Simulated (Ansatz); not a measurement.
## Abstraction of F: Mg(CH3)F + C2HF2Ge → CH3Mg + C2HF3Ge

Species: Mg(CH3)F, singlet; C2HF2Ge `C#[C][Ge]([F])[F]`, doublet; CH3Mg `[CH3][Mg]`, doublet; C2HF3Ge `C#[C][Ge]([F])([F])[F]`, singlet. A radical takes F: the energy is the difference in strength between the Mg–F bond broken and the Ge–F bond made.

Shapes, held fixed at every level: PBE0-D4/def2-TZVP. Programs: Ansatz 0.2.0. The zero-point and thermal change to 298 K, harmonic and unscaled (PBE0-D4/def2-TZVP), is +0.4 kJ/mol.

(1) Estimate ΔH(298 K) of this reaction.

## Answers

(1) The highest level, CCSD(T)/def2-TZVPP, gives ΔH(298 K) = +29.8 kJ/mol; the levels span +29.8 to +54.8. The column of differences is taken from that level and isn't an error. No measured value is set beside it here. Open shells run unrestricted. Relativity is left out for Ge. Outer-core shells of Ge, Mg are correlated, in sets that cover them unevenly. CCSD(T)/def2-TZVPP lies outside the range of all other levels here, so it shouldn't be taken on trust.

```csv
level,kind,ΔH(298 K) (kJ/mol),less CCSD(T)/def2-TZVPP
MP2/def2-SVP,perturbation theory,+41.1,+11.3
SPW92/def2-TZVPP,LDA,+37.3,+7.5
PBE-D4/def2-TZVPP,GGA,+51.8,+22.0
B3LYP-D4/def2-TZVPP,global hybrid,+52.9,+23.1
wB97M-V/def2-TZVPP,range-separated hybrid,+54.8,+25.0
B2PLYP/def2-TZVPP,double hybrid,+48.9,+19.1
CCSD/def2-SVP,coupled cluster or CI,+42.3,+12.5
CCSD(T)/def2-TZVPP,coupled cluster or CI,+29.8,0.0
```
